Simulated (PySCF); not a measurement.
**Bond energies at CCSD(T)/def2-TZVPP beside a composite method**

PySCF, lowest determinants of a PBE0 search. The composite is CCSD(T) extrapolated to the basis-set limit from two correlation-consistent sets, with core-valence (CV) and scalar-relativistic (SR) terms as its label shows; it has no spin–orbit coupling and nothing beyond (T).

```csv
species,state (unpaired electrons),De CCSD(T) (eV),De composite (eV),composite,dissociates to
BeH,doublet (σ ↑),2.07,2.18,CCSD(T)/CBS(TQ)+CV+SR,Be + H
GeH,doublet (π ↑),2.91,2.95,CCSD(T)/CBS(DT),Ge + H
CaF,doublet (σ ↑),5.06,5.51,CCSD(T)/CBS(DT)+CV,Ca + F
CO,singlet (closed shell),10.92,11.26,CCSD(T)/CBS(TQ)+CV+SR,C + O
SeI,doublet (π ↑),2.02,2.21,CCSD(T)/CBS(TQ),Se + I
PI,triplet (π ↑↑),2.18,2.40,CCSD(T)/CBS(TQ),P + I
RbF,singlet (closed shell),4.55,5.09,CCSD(T)/CBS(DT)+CV,Rb + F
LiB,"triplet (σ ↑, π ↑)",1.14,1.25,CCSD(T)/CBS(TQ)+CV+SR,Li + B
```

Q: Does CCSD(T) bind more or less than the composite, by how much on average, and where is the difference largest?

A: CCSD(T)/def2-TZVPP binds less on average, method and basis taken together: the mean signed difference is -0.25 eV and the mean absolute one 0.25 eV; it is largest for RbF (-0.54 eV).

The molecules are drawn from runs that passed checks on state, spin purity and fit, so the hardest cases are missing and the errors look smaller than over all diatomics.

Correlated steps freeze the inner cores (0 to 18 orbitals); shallow outer-core shells are correlated. UHF and ROHF references stand side by side, which adds small steps between rows. Spin–orbit coupling is left out, which matters for elements this heavy, above all for dissociation energies. Where the molecule has an RHF reference, its open-shell atoms are computed with UHF. States were picked by a PBE0 search and need not be the measured ground states.
